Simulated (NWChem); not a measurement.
# Si2H3Br, singlet; SMILES [SiH3][Si]Br

Program: NWChem. Pople sets run with spherical d functions. Low-valent species are run as closed-shell singlets; no triplet was tried in these runs. The geometry was optimised at PBE0/def2-SVP. B3LYP is NWChem's, with the RPA form of VWN correlation. Ions are spin-unrestricted doublets at the neutral geometry; other ion states weren't tried.

```
level             vertical ionisation energy, ΔSCF (eV)  −ε(HOMO) (eV)  ΔSCF minus −ε(HOMO) (eV)
----------------  -------------------------------------  -------------  ------------------------
B3LYP/6-31G*                                       8.47           6.30                      2.17
PBE/6-31G*                                            …              …                         …
LRC-wPBEh/6-31G*                                   8.57           8.30                      0.27
BHandHLYP/6-31G*                                   8.49           7.39                      1.10
M06-2X/6-31G*                                      8.61           7.46                      1.15
```

### Question
What belongs in the gaps?

### Answer

- PBE/6-31G*, vertical ionisation energy, ΔSCF (eV): 8.31
- PBE/6-31G*, −ε(HOMO) (eV): 5.51
- PBE/6-31G*, ΔSCF minus −ε(HOMO) (eV): 2.80
